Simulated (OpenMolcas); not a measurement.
Eu3+ with its 8 nearest fluoride ions at 2.423 Å, on the Sr site of SrF2 (a = 5.796 Å, distance in the model lattice 2.510 Å). The rest of the host is ab initio model potentials to 7.6 Å and point charges beyond; the distance is set by hand and nothing relaxes, and no local charge compensation is placed. Ligand basis ANO-RCC-VDZP.
```
Eu    0.0000    0.0000    0.0000
F     1.3989    1.3989    1.3989
F     1.3989    1.3989   -1.3989
F     1.3989   -1.3989    1.3989
F     1.3989   -1.3989   -1.3989
F    -1.3989    1.3989    1.3989
F    -1.3989    1.3989   -1.3989
F    -1.3989   -1.3989    1.3989
F    -1.3989   -1.3989   -1.3989
```

```yaml
Program: OpenMolcas 26.06
Method: CASSCF
Basis: ANO-RCC-VDZP [7s6p4d2f1g]
Scalar_Hamiltonian: DKH2, point nucleus
Active_space: 6 electrons in 7 orbitals (4f)
State_averaging: 2S+1 = 7 even, 7 roots; 2S+1 = 5 even, 77 roots kept (CI in the orbitals of an earlier block); 2S+1 = 3 even, 3 roots kept (CI in the orbitals of an earlier block, 0 in the spin-orbit step)
Spin-orbit_coupling: state interaction with AMFI integrals over the reference wave functions
```

**Question.** What is the spin-free ground state (labels of O, the rotations of Oh)?

**Answer.** 7A2, 1-fold in its orbital part, 100 % from free-ion F terms; it has the highest spin that f6 allows.

**Question.** Where is the first state of the same spin?

**Answer.** 7T1 at 638 cm-1 above the ground state.

**Question.** What are the lowest two levels with spin-orbit coupling?

**Answer.** A 1-fold level A1, then a 3-fold level T1 343.4 cm-1 above it. Their leading multiplicities are 7 (96 %) and 7 (96 %).

**Question.** What is χT at 300 K, and how does it compare with the textbook value?

**Answer.** Hund's rules give f6 a J = 0 ground level with no moment of its own; the computed χT of 1.379 cm3 K/mol at 300 K comes from higher levels.

High states are left out of the spin-orbit mixing, which shifts the levels that they would mix with. Without dynamic correlation the ligand-field splitting of an f shell can come out too small, at times by half. The first state left out of the spin-orbit step lies near 45000 cm-1 above the lowest spin-free state of the reference (among the parities and spins computed), and the lists stop at four fifths of that energy or lower. No measured value stands beside these numbers; the geometry was set by hand and not optimised.
